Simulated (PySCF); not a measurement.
BiF2, SMILES [Bi+]([F])[F] (connectivity only; charge and spin as stated), charge +1, multiplicity 1.

Geometry: PBE0-D3(BJ)/def2-TZVP. The multiplicity is an assumed one; other spin states were not compared. The isomer is the one that the SMILES or the coordinates give; other isomers of the formula were not compared. The def2 effective core potentials stand for the cores of Bi; spin–orbit coupling is left out.

Two levels are set side by side: PBE/def2-TZVPD (PySCF) and ωB97X/def2-TZVPD (PySCF). Same geometry, gas phase. Differences are taken from unrounded values.

```tsv
quantity	ωB97X	PBE	PBE minus ωB97X
orbital gap (eV)	10.83	4.16	-6.67
highest occupied level (eV)	-19.44	-15.54	3.91
lowest empty level (eV)	-8.62	-11.38	-2.76
mean polarisability (bohr³)	29.0	30.4	1.4
```

PBE's occupied levels lie high since its potential decays too fast outside the molecule; exact exchange lowers them and widens the gap. Loosely held outer electrons make PBE densities more polarisable. Differences between two approximate levels are no errors against the true value.

Rough cost on one machine, each run with all the roots and properties that it gave: ωB97X against PBE within a factor of 2.
